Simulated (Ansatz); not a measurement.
Isomers of C2H4AlN, relaxed with PBE0-D4/def2-TZVP in Ansatz; electronic energies, one conformer each and not always the lowest. Functionals use def2-TZVPP; CBS adds triple-zeta CCSD(T) − MP2 to the MP2 limit of def2-TZVPP and def2-QZVPP.

Order them by energy at frozen-core CCSD(T)/CBS, lowest first. (Estimate.)
A. `C#[C][AlH][NH2]`
B. `N=[C]1[CH2][AlH]1`
C. `[CH3][AlH][C]#N`
D. `[CH]1=N[CH2][AlH]1`
E. `C=C=[N][AlH2]`
F. `C[C]1=[N][AlH]1`

C (0.0 kcal/mol), A (7.4 kcal/mol), E (19.6 kcal/mol), F (42.2 kcal/mol), D (45.8 kcal/mol), B (66.3 kcal/mol).

How do r2SCAN-D4, PBE0-D4, PBE-D4, B2PLYP place them (kcal/mol, against `[CH3][AlH][C]#N`)? (Best estimate.)

Computed: 
| isomer | r2SCAN-D4 | PBE0-D4 | PBE-D4 | B2PLYP |
| --- | --- | --- | --- | --- |
| `C[C]1=[N][AlH]1` | 37.1 | 35.9 | 34.2 | 43.1 |
| `C=C=[N][AlH2]` | 11.2 | 12.1 | 10.1 | 15.9 |
| `[CH]1=N[CH2][AlH]1` | 42.5 | 39.1 | 37.7 | 47.4 |
| `C#[C][AlH][NH2]` | 8.2 | 9.2 | 9.3 | 8.9 |
| `N=[C]1[CH2][AlH]1` | 59.5 | 57.7 | 54.3 | 67.1 |
